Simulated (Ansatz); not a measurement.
**Relaxing a trial structure of CH7GeSi**

The starting geometry of this gas-phase doublet was optimised with GFN2-xTB; its bonds are those of `C[SiH2][GeH2]`.

```xyz
10

C    -0.4461   -1.2282   -0.3241
Ge    2.0199    1.0194    0.8332
Si    0.8744   -0.0309   -0.9901
H    -0.9834   -1.7184   -1.1310
H     0.0079   -1.9984    0.2935
H    -1.1705   -0.6991    0.2890
H     0.2396    0.9977   -1.8227
H     1.8419   -0.7659   -1.8131
H     2.4054   -0.1689    1.7777
H     0.8674    1.5150    1.7713
```

Task: Where would you expect an optimisation with B3LYP-D3(BJ)/def2-SVP to take it?

Result: It keeps its bonds, and is `C[SiH2][GeH2]`.

The energy falls by 0.21 eV over 8 steps:

| step | E − E(last) (eV) |
| --- | --- |
| 1 | 0.209 |
| 2 | 0.070 |
| 3 | 0.024 |
| 4 | 0.013 |
| 5 | 0.003 |
| 6 | 0.000 |
| 7 | 0.000 |
| 8 | 0.000 |

Final geometry (Å):

```xyz
10

C    -0.5219   -1.2973   -0.3923
Ge    1.9452    0.9512    0.9179
Si    0.8225   -0.0779   -0.9296
H    -1.0076   -1.7428   -1.2763
H    -0.0930   -2.1102    0.2137
H    -1.2930   -0.7898    0.2076
H     0.2277    1.0127   -1.7586
H     1.8554   -0.7780   -1.7501
H     2.7054   -0.0502    1.8289
H     1.0156    1.8046    1.8226
```

Frequencies at the end are all real (lowest 88 cm⁻¹). Open shells are spin-unrestricted. Run with Ansatz 0.2.0, 34 s on 2 threads of Arm Neoverse V1, on a shared host.
